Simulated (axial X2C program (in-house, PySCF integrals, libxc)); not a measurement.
Outer orbitals of TiS⁺ at 2.026 Å, HF

Computed with an axial X2C code built on PySCF integrals. Spin-free means the one-electron spin-free X2C Hamiltonian; two-component (2c) means X2C with spin–orbit coupling and atomic mean-field two-electron Coulomb and Gaunt terms, so the difference of the two also holds small scalar two-electron terms. Basis: Ti dyall-cv3z [10s10p6d4f2g], S dyall-av3z [9s8p3d2f] (cores contracted in-house); Gaussian nuclei, density fitting, unrestricted open shells. Masses: Ti 47.948 u, S 31.972 u.

The distance is close to the 2c PBE0 minimum; the highest filled and lowest empty levels are listed.

Spin-free orbitals, state M_S = 1/2, Λ = 2 (beyond evenly filled blocks: δ+α) (Löwdin shares):

```tsv
symmetry	occupied	ε (eV)	atomic character
σβ	yes	-30.21	66% S s, 11% Ti p, 11% Ti d
σα	yes	-27.56	64% S s, 12% Ti d, 11% Ti p
δ+α	yes	-17.81	99% Ti d
π+α	yes	-17.14	89% Ti d, 7% S p, 2% S d
π+β	yes	-16.40	73% S p, 13% Ti d, 6% Ti f
π-β	yes	-16.40	73% S p, 13% Ti d, 6% Ti f
σβ	yes	-16.22	77% S p, 10% Ti d, 5% Ti s
σα	yes	-15.94	73% S p, 13% Ti d, 5% Ti s
π-α	yes	-14.82	63% S p, 22% Ti d, 6% Ti p
σα	no	-5.66	57% Ti s, 22% Ti p, 8% S p
σβ	no	-5.34	58% Ti s, 24% Ti p, 8% S p
π+α	no	-5.02	48% S p, 42% Ti p, 6% Ti d
π-α	no	-3.65	60% Ti p, 33% Ti d, 5% S p
```

Spinors with spin–orbit coupling (state Ω = 3/2):

```csv
ω,occupied,ε (eV),atomic character,λ mixture
1/2,yes,-30.20,"66% S s, 11% Ti p, 11% Ti d",100% σ
-1/2,yes,-27.57,"64% S s, 12% Ti d, 11% Ti p",100% σ
3/2,yes,-17.83,99% Ti d,100% δ
1/2,yes,-17.15,"89% Ti d, 7% S p, 2% S d",100% π
-1/2,yes,-16.43,"73% S p, 13% Ti d, 6% Ti f","99% π, 1% σ"
3/2,yes,-16.36,"73% S p, 13% Ti d, 6% Ti f",100% π
1/2,yes,-16.22,"77% S p, 10% Ti d, 5% Ti s",100% σ
-1/2,yes,-15.95,"73% S p, 13% Ti d, 5% Ti s","99% σ, 1% π"
-3/2,yes,-14.80,"63% S p, 22% Ti d, 6% Ti p",100% π
-1/2,no,-5.66,"57% Ti s, 22% Ti p, 8% S p",100% σ
1/2,no,-5.34,"58% Ti s, 24% Ti p, 8% S p","98% σ, 2% π"
1/2,no,-5.03,"47% S p, 42% Ti p, 6% Ti d","98% π, 2% σ"
-3/2,no,-3.64,"60% Ti p, 33% Ti d, 5% S p",100% π
```

Mulliken charges and populations of the two-component result (they depend on the basis, above all on diffuse functions):

Ti 1.13 e (s 6.19 p 12.15 d 2.49 f 0.03), S -0.13 e (s 5.90 p 10.16 d 0.06). ⟨Lz⟩ = 2.00 ħ and ⟨Sz⟩ = -0.50 ħ (-1.02 and 0.51 on the two atoms), which add up to Ω.

One determinant describes the state; a PBE0 search over occupations chose it and may have missed a lower one. The determinant is spin-polarised beyond a pure state at some levels (its spin-free form has ⟨S²⟩ too high), which makes Re and μ there less reliable.
